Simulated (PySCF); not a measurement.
Predicted microwave data (PBE0-D3(BJ)/def2-SVP geometry optimisation, gas phase in PySCF 2.14.0) for one isomer of C10H8O:

| Item | Value |
| --- | --- |
| Rotational constants | A = 3567, B = 662.4, C = 566.1 MHz |
| Dipole components | \|μa\| = 0.23 D, \|μb\| = 0.34 D, \|μc\| = 0.09 D |
| Inertial defect | -11.85 u·Å² |
| κ | -0.94 |

Question: Which structure is it? (One computed conformer of each.)
A. `[CH:1]#[C:2][C:3]1=[CH:4][C@@H:5]2[O:6][C@H:7]1[CH:8]=[C:9]2[CH:10]=[CH2:11]` with C8–C9–C10–C11 -174°
B. `[cH:1]1[cH:2][cH:3][c:4](-[c:5]2[cH:6][cH:7][o:8][cH:9]2)[cH:10][cH:11]1` with C3–C4–C5–C6 156°

Answer: B. It is c1ccc(-c2ccoc2)cc1, a near-prolate asymmetric top, point group C1. The candidates at the same level (rigid rotor, commonest isotopes):

```
                      SMILES  A (MHz)  B (MHz)  C (MHz)  μa (D)  μb (D)  μc (D)  Δ (u·Å²)  point group                        rotor
          c1ccc(-c2ccoc2)cc1     3567    662.4    566.1    0.23    0.34    0.09    -11.85           C1  near-prolate asymmetric top
C#CC1=C[C@@H]2O[C@H]1C=C2C=C     2500    745.4    712.5    0.45    1.53    0.62   -170.84           C1  near-prolate asymmetric top
```

`C#CC1=C[C@@H]2O[C@H]1C=C2C=C` has A 30 % too low. No structure here is proved a minimum.
